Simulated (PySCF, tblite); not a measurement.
Compound: H8O2SSi3.
Structure used (GFN2-xTB), in Å, numbered top down from 1:
```xyz
14
H8O2SSi3 angstrom
Si    -2.1715    0.8753   -0.2898
O     -1.5275   -0.1424    0.8027
Si    -0.3001   -0.9578    1.4509
O      1.1098   -0.4502    0.8192
Si     1.9150    0.4399   -0.2569
S      2.0119   -0.6182   -2.1192
H     -1.6835    0.5168   -1.6200
H     -1.7597    2.2312    0.0782
H     -3.6064    0.6612   -0.1323
H     -0.2393   -0.6130    2.8602
H     -0.4402   -2.3557    1.0738
H      3.2445    0.5494    0.3227
H      1.2358    1.6832   -0.5735
H      2.2106   -1.8201   -1.5980
```

Computed with CAM-B3LYP/def2-SVPD in PySCF (dipole) on a GFN2-xTB geometry, gas phase.

Take the most abundant isotopes and a rigid rotor. The values belong to one conformer with, in the numbering `[SiH3:1][O:2][SiH2:3][O:4][SiH2:5][SH:6]`, Si1–O2–Si3–O4 11°, O2–Si3–O4–Si5 -7°, Si3–O4–Si5–S6 -82°, O4–Si5–S6–H -39°.

(1) Give the principal moments of inertia and the rotational constants in GHz.

(2) What kind of rotor is it?

(3) Is it planar, by Δ = Ic − Ia − Ib?

(4) List the rotational levels J(Ka,Kc) to J = 2 (K).

(5) Which lines would a microwave search look for?

(6) Estimate the classical rotational partition function at 25 K, 100 K and 500 K.

## Answers

(1) Ia = 243.75, Ib = 587.93, Ic = 717.44 u·Å²; 505379 MHz·u·Å²/I gives 2073, 859.6 and 704.4 MHz, that is A = 2.0734, B = 0.8596, C = 0.7044 GHz.

(2) An asymmetric top: κ = (2 × 859.6 − 2073 − 704.4)/(2073 − 704.4) = -0.77.

(3) Not planar: Δ = Ic − Ia − Ib = -114.25 u·Å². For a rigid frame Δ = −2 Σ m c², so Σ m c² = 57.12 u·Å² lies off the ab plane: 14.37 from hydrogen and 42.75 from heavier atoms. The atom farthest from that plane is 1.85 Å away.

(4) Above 0(0,0), as E/k:
J = 1: 1(0,1) 0.075, 1(1,1) 0.133, 1(1,0) 0.141
J = 2: 2(0,2) 0.225, 2(1,2) 0.276, 2(1,1) 0.298, 2(2,1) 0.473, 2(2,0) 0.474

(5) The dipole components are |μa| = 0.66 D, |μb| = 0.48 D, |μc| = 0.34 D. Intensities carry the squares of the components, which stand as 1.00 : 0.53 : 0.26 (a : b : c). Some lines, for components of 0.1 D or more:

| type | branch | J(Ka,Kc) | MHz | lower level (cm⁻¹) |
| --- | --- | --- | --- | --- |
| b | Q | 1(1,0) ← 1(0,1) | 1369 | 0.052 |
| b | Q | 2(2,1) ← 2(1,2) | 4107 | 0.192 |
| b | Q | 4(2,3) ← 4(1,4) | 4673 | 0.538 |
| a | R | 4(3,1) ← 3(3,0) | 6286 | 0.701 |
| b | Q | 3(3,0) ← 3(2,1) | 6397 | 0.488 |
| c | R | 3(2,2) ← 2(1,2) | 8799 | 0.192 |
| c | R | 4(2,2) ← 3(1,2) | 9865 | 0.371 |
| c | R | 3(3,1) ← 2(2,1) | 11157 | 0.329 |
| b | R | 3(3,0) ← 2(2,1) | 11158 | 0.329 |
| b | R | 4(3,2) ← 3(2,1) | 12678 | 0.488 |

(6) Point group C1, symmetry number σ = 1; q = (√π/σ)·√((kT/h)³/(ABC)), k/h = 20836.6 MHz/K: 18800 at 25 K, 150000 at 100 K, 1680000 at 500 K.

Its lowest GFN2-xTB frequency is 12 cm⁻¹, too small to tell a flat minimum from a shallow saddle. Constants of a rigid frame at the computed geometry: no zero-point averaging, no centrifugal distortion. A rigid rotor knows nothing of internal rotation, which can split or shift real lines.
